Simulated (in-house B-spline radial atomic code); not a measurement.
The numbers below are computed, except where a source is named.
**Weak and strong correlation along the adiabatic connection**

Two-electron singlets in several external potentials (atomic units), by full CI in B-splines with partial waves to l = 8 (correlation energies up to 0.6 % small). The repulsion is scaled by λ at fixed density; W(λ) is the mean repulsion less the Hartree energy, W(0) = E_x, and the area under W from 0 to 1 is E_xc.

One system gave this curve:

| λ | W (hartree) |
| --- | --- |
| 0 | -1.8002 |
| 0.02 | -1.8021 |
| 0.05 | -1.8048 |
| 0.12 | -1.8113 |
| 0.25 | -1.8229 |
| 0.4 | -1.8358 |
| 0.6 | -1.8524 |
| 0.8 | -1.8682 |
| 1 | -1.8832 |
| 1.4 | -1.9113 |
| 2 | -1.9492 |
| 3 | -2.0027 |
| 4.5 | -2.0663 |
| 7 | -2.1428 |
| 10 | -2.2053 |

(1) Which system is it?
A. −Z/r, Z = 3.16, wall at 1.87 bohr
B. −Z exp(−kr)/r, Z = 2.22, k = 0.617
C. −Z exp(−kr)/r, Z = 8.29, k = 3.75
D. −Z/r, Z = 1.53, wall at 6.29 bohr

Results:

(1) A. The exchange energy sets the size: −Z/r, Z = 3.16, wall at 1.87 bohr: E_x = -1.8, E_c = -0.0432; −Z exp(−kr)/r, Z = 8.29, k = 3.75: E_x = -4.21, E_c = -0.047; −Z exp(−kr)/r, Z = 2.22, k = 0.617: E_x = -1.05, E_c = -0.0438; −Z/r, Z = 1.53, wall at 6.29 bohr: E_x = -0.732, E_c = -0.0408 hartree.
